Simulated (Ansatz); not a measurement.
CH3AlO, SMILES `O[C][AlH2]` (singlet; the order of the spin states depends on the level) (charge 0, multiplicity 1). This singlet lies 0.09 eV below the relaxed triplet at the level frozen-core CCSD(T)/cc-pVTZ // PBE0-D3(BJ)/def2-TZVP (Ansatz, a program for electronic structure); other levels give the other order.

Level of theory: BLYP/cc-pVTZ // PBE0-D3(BJ)/def2-TZVP (Ansatz).

Ansatz 0.2 input:
```yaml
crystal:
  periodic: [false, false, false]
  atoms:
    - { symbol: O, position_ang: [1.854986, -0.146207, -0.31865] }
    - { symbol: C, position_ang: [0.636708, -0.048151, 0.019511] }
    - { symbol: Al, position_ang: [-1.205515, 0.086363, -0.130873] }
    - { symbol: H, position_ang: [2.454916, -0.171838, 0.454072] }
    - { symbol: H, position_ang: [-1.762144, 1.56365, -0.046689] }
    - { symbol: H, position_ang: [-1.97895, -1.283817, 0.022629] }
basis:
  gaussian: { orbitals: cc-pVTZ }
hamiltonian:
  xc: blyp
```

Output:

```
Functional definition: BLYP
784 factors; their error is unknown
mean field evaluation 1: about -9721.4041 eV, gradient 5.0e1 eV
mean field evaluation 2: about -9700.2328 eV, gradient 9.5e1 eV
mean field evaluation 4: about -9727.0063 eV, gradient 5.7e0 eV
mean field evaluation 8: about -9727.0891 eV, gradient 2.0e-1 eV
mean field evaluation 16: about -9727.0722 eV, gradient 8.0e-5 eV
mean field -9727.07220742 eV, -357.4633103764 hartree, gradient 8.0e-5 eV, S^2 0.000000; 0 other end points of the search recorded, 0 dependent functions left out
reference -9727.07253225 eV, -357.4633223135 hartree; 15, 15 occupied and 121, 121 virtual orbitals, 784 factors
Total energy: -9727.07253225 eV, -357.4633223135 hartree
```
